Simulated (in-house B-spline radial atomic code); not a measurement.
Ti¹²⁺. Computed with a B-spline radial atomic code. Model: all-electron spherical atom, spin shells full or empty, radial basis limit, no spin-orbit coupling: exact exchange with a local potential (Slater, KLI or optimised effective potential, whose far tail is KLI's), no correlation.

Exchange potential has not reached -1/r at the last radius.

The run also made RPA and GW results, which its time includes.

The Slater potential averages the orbital exchange potentials with the orbital densities as weights, KLI adds orbital constants, and the optimised effective potential minimises the exact-exchange energy among local potentials. So their energies lie above Hartree-Fock in the order OEP, KLI, Slater. All fall off as −1/r, unlike LDA and GGA exchange.

Command:
```bash
python run_gw.py task.json out
```
Settings (nuclear radius in fm, other lengths in bohr, energies in hartree):
```
Z                      22
electrons              10
configuration          [He] 2s2 2p6
hamiltonian            x2c
method                 slater
lmax                   9
rms_radius             3.5921
spin_polarised         False
box_radius             5.84
intervals              96
```

Time taken, with all properties: 1.1 s on 1 thread of Intel(R) Xeon(R) 6975P-C (Granite Rapids) (shared host).

Given: hamiltonian one-electron scalar X2C; mean-field start Slater potential.

Computed: energy above Hartree-Fock 41.457 millihartree.

```json
{"radius (bohr)": "0.00227", "r times exchange potential (hartree bohr)": "-0.051837"}
{"radius (bohr)": "0.00269", "r times exchange potential (hartree bohr)": "-0.061381"}
{"radius (bohr)": "0.00318", "r times exchange potential (hartree bohr)": "-0.072488"}
{"radius (bohr)": "0.00376", "r times exchange potential (hartree bohr)": "-0.085587"}
{"radius (bohr)": "0.00445", "r times exchange potential (hartree bohr)": "-0.1011"}
{"radius (bohr)": "0.00527", "r times exchange potential (hartree bohr)": "-0.11941"}
{"radius (bohr)": "0.00623", "r times exchange potential (hartree bohr)": "-0.14067"}
{"radius (bohr)": "0.00737", "r times exchange potential (hartree bohr)": "-0.16564"}
{"radius (bohr)": "0.00872", "r times exchange potential (hartree bohr)": "-0.19477"}
{"radius (bohr)": "0.0103", "r times exchange potential (hartree bohr)": "-0.22819"}
{"radius (bohr)": "0.0122", "r times exchange potential (hartree bohr)": "-0.26735"}
{"radius (bohr)": "0.0144", "r times exchange potential (hartree bohr)": "-0.31115"}
{"radius (bohr)": "0.0171", "r times exchange potential (hartree bohr)": "-0.36256"}
{"radius (bohr)": "0.0202", "r times exchange potential (hartree bohr)": "-0.41824"}
{"radius (bohr)": "0.0239", "r times exchange potential (hartree bohr)": "-0.47989"}
{"radius (bohr)": "0.0283", "r times exchange potential (hartree bohr)": "-0.54642"}
{"radius (bohr)": "0.0335", "r times exchange potential (hartree bohr)": "-0.6158"}
{"radius (bohr)": "0.0396", "r times exchange potential (hartree bohr)": "-0.68506"}
{"radius (bohr)": "0.0469", "r times exchange potential (hartree bohr)": "-0.75208"}
{"radius (bohr)": "0.0554", "r times exchange potential (hartree bohr)": "-0.81047"}
{"radius (bohr)": "0.0656", "r times exchange potential (hartree bohr)": "-0.85599"}
{"radius (bohr)": "0.0776", "r times exchange potential (hartree bohr)": "-0.88085"}
{"radius (bohr)": "0.0918", "r times exchange potential (hartree bohr)": "-0.88218"}
{"radius (bohr)": "0.109", "r times exchange potential (hartree bohr)": "-0.87132"}
{"radius (bohr)": "0.129", "r times exchange potential (hartree bohr)": "-0.88197"}
{"radius (bohr)": "0.152", "r times exchange potential (hartree bohr)": "-0.9393"}
{"radius (bohr)": "0.18", "r times exchange potential (hartree bohr)": "-1.042"}
{"radius (bohr)": "0.213", "r times exchange potential (hartree bohr)": "-1.1629"}
{"radius (bohr)": "0.252", "r times exchange potential (hartree bohr)": "-1.2759"}
{"radius (bohr)": "0.298", "r times exchange potential (hartree bohr)": "-1.3603"}
{"radius (bohr)": "0.352", "r times exchange potential (hartree bohr)": "?"}
{"radius (bohr)": "0.417", "r times exchange potential (hartree bohr)": "-1.4073"}
{"radius (bohr)": "0.493", "r times exchange potential (hartree bohr)": "-1.3775"}
{"radius (bohr)": "0.584", "r times exchange potential (hartree bohr)": "?"}
{"radius (bohr)": "0.69", "r times exchange potential (hartree bohr)": "-1.2763"}
{"radius (bohr)": "0.817", "r times exchange potential (hartree bohr)": "-1.2266"}
{"radius (bohr)": "0.966", "r times exchange potential (hartree bohr)": "-1.184"}
```

(1) What belongs in the row 0.352?

(2) What belongs in the row 0.584?

```tsv
occupied	level (hartree)	Hartree-Fock level (hartree)
1s	-194.97	-196.39
2s	-32.627	-32.799
2p	-29.394	-29.082
```

```csv
empty,level (hartree)
3s,-12.28
3p,-11.352
3d,-10.11
4s,-6.42
4p,?
4d,-5.5833
4f,-5.4227
```

(3) What belongs in the row 4p?

## Answers

(1) r times exchange potential (hartree bohr): -1.4044.

(2) r times exchange potential (hartree bohr): -1.3289.

(3) level (hartree): -6.0523.

The highest level, 2p, differs from Hartree-Fock by -8.5 eV and the deepest, 1s, by +38.7 eV: the Slater potential lacks the response part and is deeper than the optimised one throughout, so the top level comes too deep.
